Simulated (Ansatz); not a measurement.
Relaxation of C2H6ClFGaP (12 atoms, charge 0, multiplicity 1), to a largest force component of 0.015 eV/Å in at most 40 steps.

All numbers below come from Ansatz 0.2.0, RKS PBE0/def2-SVP.

```xyz
12
Properties=species:S:1:pos:R:3
C -0.579 -0.025 1.373
C 0.687 0.324 0.668
F 1.172 1.522 1.128
Cl 1.938 -0.971 0.956
Ga 0.761 0.522 -1.223
P -0.358 -0.421 -2.405
H -1.326 0.836 1.157
H -1.004 -0.917 0.968
H -0.472 -0.044 2.501
H 1.069 0.838 -1.730
H -0.247 -1.681 -1.644
H -1.565 -0.036 -1.714
```

Where does it end, and by what steps?

It converged. After 12 steps the energy has fallen by 33.934 eV; H10 moved furthest, 1.05 Å. The start is strongly strained (largest force component 117 eV/Å).

| step | energy less start (eV) | largest force component (eV/Å) | accepted |
| --- | --- | --- | --- |
| 0 | 0.0000 | 116.872 | yes |
| 1 | -25.7576 | 20.609 | yes |
| 2 | -30.3872 | 10.093 | yes |
| 3 | -32.5494 | 4.244 | yes |
| 4 | -33.4938 | 1.548 | yes |
| 5 | -33.7288 | 1.089 | yes |
| 6 | -33.8803 | 0.389 | yes |
| 7 | -33.9088 | 0.649 | yes |
| 8 | -33.9253 | 0.183 | yes |
| 9 | -33.9309 | 0.144 | yes |
| 10 | -33.9331 | 0.085 | yes |
| 11 | -33.9339 | 0.025 | yes |
| 12 | -33.9342 | 0.012 | yes |

```xyz
12
Properties=species:S:1:pos:R:3
C -0.617 0.059 1.477
C 0.603 0.502 0.728
F 1.191 1.535 1.373
Cl 1.851 -0.914 0.721
Ga 0.782 0.530 -1.269
P -0.601 -0.841 -2.576
H -1.338 0.892 1.486
H -1.087 -0.805 0.990
H -0.368 -0.198 2.518
H 1.918 1.443 -1.838
H -0.475 -1.918 -1.641
H -1.781 -0.341 -1.933
```

Run time: 110 s on 2 threads of Arm Neoverse V1 (shared host), peak memory 0.46 GiB.
